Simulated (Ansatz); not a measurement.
Coupled-cluster diagnostics for Li3N, Ansatz.

Geometry of the singlet (PBE0-D4/def2-TZVP):

```xyz
4

Li    0.1199    0.6878    1.5704
Li   -0.9766    0.7543   -1.1962
Li    0.8690   -1.4335   -0.3789
N    -0.0123   -0.0086    0.0047
```

Correlated methods freeze 1 core orbital; core or outer-core shells of Li are correlated, in sets that lack core-valence functions. In CCSD on the charge -1 doublet the largest single amplitude is 0.23, so its Hartree–Fock determinant may place the open shell otherwise than the density functionals do. The structure comes from a short search, and lower isomers may exist.

Geometry of the charge 0 triplet (PBE0-D4/def2-TZVP):

Cartesian coordinates in Å:
```
Li -0.213 -0.997 -1.497
Li 1.540 -0.107 0.947
Li -1.326 1.104 0.550
N 0.000 0.000 0.000
```

Geometry of the charge 0 quintet (PBE0-D4/def2-TZVP):

```xyz
4

Li    0.801    1.206    0.288
Li   -1.646    0.281    1.156
Li    1.168   -0.999   -1.328
N    -0.323   -0.488   -0.116
```

Q: Estimate the CCSD(T) correlation energy, the shares of MP2 and (T), T1 and the reference's ⟨S²⟩ for: charge 0, singlet, own geometry in def2-TZVPP; charge 0, singlet, own geometry in def2-TZVPD; charge 0, triplet, own geometry in def2-TZVPP; charge 0, quintet, own geometry in def2-TZVPP; charge 1, doublet, vertical in def2-TZVPP; charge -1, doublet, vertical in def2-TZVPD; and the rough time on 4 threads of Arm Neoverse V1 on a shared host.

A: 
| state | basis | correlation (eV) | MP2 share (%) | (T) share (%) | T1 | ⟨S²⟩ (pure) | wall time | remarks |
| --- | --- | --- | --- | --- | --- | --- | --- | --- |
| charge 0, singlet, own geometry | def2-TZVPP | -10.743 | 95.7 | 4.7 | 0.032 | 0.00 (0.00) | 1.7 s | large T1 (0.032), restricted SCF unstable |
| charge 0, singlet, own geometry | def2-TZVPD | -10.794 | 95.6 | 4.8 | 0.032 | 0.00 (0.00) | 2.5 s | large T1 (0.032), restricted SCF unstable |
| charge 0, triplet, own geometry | def2-TZVPP | -9.121 | 89.6 | 3.3 | 0.021 | 2.01 (2.00) | 2.1 s | – |
| charge 0, quintet, own geometry | def2-TZVPP | -7.512 | 86.3 | 2.0 | 0.013 | 6.01 (6.00) | 3.9 s | – |
| charge 1, doublet, vertical | def2-TZVPP | -8.710 | 90.1 | 2.5 | 0.013 | 0.76 (0.75) | 3.4 s | – |
| charge -1, doublet, vertical | def2-TZVPD | -9.095 | 88.9 | 3.3 | 0.072 | 1.77 (0.75) | 15 s | flagged by the program, large T1 (0.072), spin-contaminated (⟨S²⟩ 1.77) |
Customary marks for T1 are 0.02 (closed shells), 0.045 (open shells) and about 0.05 (3d metals). T1 exceeds 0.02 in 4 of 6 rows and 0.045 in 1; the higher it lies, the less the single-reference result can be trusted.
